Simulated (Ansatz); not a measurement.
SiCl₂F₂⁺, that is SiF2Cl2 with one electron fewer. Charge 1, multiplicity 2. Geometry PBE0-D4/def2-SVP, that of the neutral singlet; atoms count from 1.

```tsv
atom	x (Å)	y (Å)	z (Å)
Si1	0.0300	-0.0694	-0.0029
F2	-0.7754	-1.4479	0.0335
F3	1.5839	-0.4209	-0.1138
Cl4	-0.3055	0.9469	1.7080
Cl5	-0.5330	0.9913	-1.6248
```

Q: Estimate the Mulliken populations from the PBE0/def2-TZVP orbitals of Ansatz.

A: 
| atom | charge (e) | spin (α − β) |
| --- | --- | --- |
| Si1 | 0.84 | -0.07 |
| F2 | -0.19 | 0.01 |
| F3 | -0.19 | 0.01 |
| Cl4 | 0.27 | 0.52 |
| Cl5 | 0.27 | 0.52 |
Mulliken values and Mayer orders depend strongly on the basis.

Q: Where does the spin sit?

A: Summed by element: Si -0.07, F 0.03, Cl 1.04, of 1 unpaired in all. Largest on single atoms: Cl5 0.52, Cl4 0.52, Si1 -0.07.

Q: And the Mayer bond orders between bonded heavy atoms (over 0.3)?

A: Si1–F2 1.26 (1.60 Å); Si1–F3 1.26 (1.60 Å); Si1–Cl4 1.15 (2.02 Å); Si1–Cl5 1.15 (2.02 Å). Values over 0.3 also appear between atoms too far apart for a bond (Cl4–Cl5 0.39 at 3.34 Å); they arise where an orbital or an unpaired electron spreads over both atoms.
